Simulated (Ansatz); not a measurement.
CH₃ClMoO₂S (`C[O][Mo](=[O])(=[S])[Cl]`), 9 atoms. Charge 0, multiplicity 1. Correlated methods include outer-core shells of Mo, which these sets cover unevenly. Mo takes the def2 core potential. All runs use 4 threads of an Intel Xeon Platinum 8488C on a shared host. Correlated methods freeze the cores.

(1) How many basis functions does each run have, and how long does it take in Ansatz? RHF-CCSD(T)/def2-TZVPP energy; RKS ωB97M-V/def2-QZVPP energy; direct RPA on PBE orbitals/def2-TZVPP energy; RKS PBE0-D4/def2-TZVP frequencies; RKS BHLYP-D4/def2-TZVPP energy; RKS PBE0-D4/def2-SVP energy; RKS ωB97M-V/def2-SVP energy; RKS HSE06 (plane-wave form)-D4/def2-TZVPP energy; RKS PBE0-D4/def2-TZVPP energy; RKS ωB97M-V/def2-TZVPP energy and forces; RKS PBE0-D4/def2-QZVPP energy; RKS PBE0-D4/def2-TZVP relaxation (13 steps). (Best estimate.)

Answers

(1) Ansatz gave: Other jobs shared the machine, so times are rough.

```tsv
level	job	functions	wall time	peak host memory (GiB)
RKS PBE0-D4/def2-SVP	energy	124	1.4 s	0.55
RKS PBE0-D4/def2-TZVPP	energy	275	3.8 s	0.92
RKS HSE06 (plane-wave form)-D4/def2-TZVPP	energy	275	4 s	0.96
RKS BHLYP-D4/def2-TZVPP	energy	275	4.2 s	0.96
RKS ωB97M-V/def2-SVP	energy	124	5.5 s	0.55
direct RPA on PBE orbitals/def2-TZVPP	energy	275	6 s	0.79
RKS PBE0-D4/def2-QZVPP	energy	482	9 s	2.2
RKS ωB97M-V/def2-TZVPP	energy and forces	275	13 s	1.2
RKS ωB97M-V/def2-QZVPP	energy	482	20 s	2.6
RKS PBE0-D4/def2-TZVP	relaxation (13 steps)	225	53 s	0.78
RKS PBE0-D4/def2-TZVP	frequencies	225	2.5 min	0.81
RHF-CCSD(T)/def2-TZVPP	energy	275	5.3 min	8.5
```
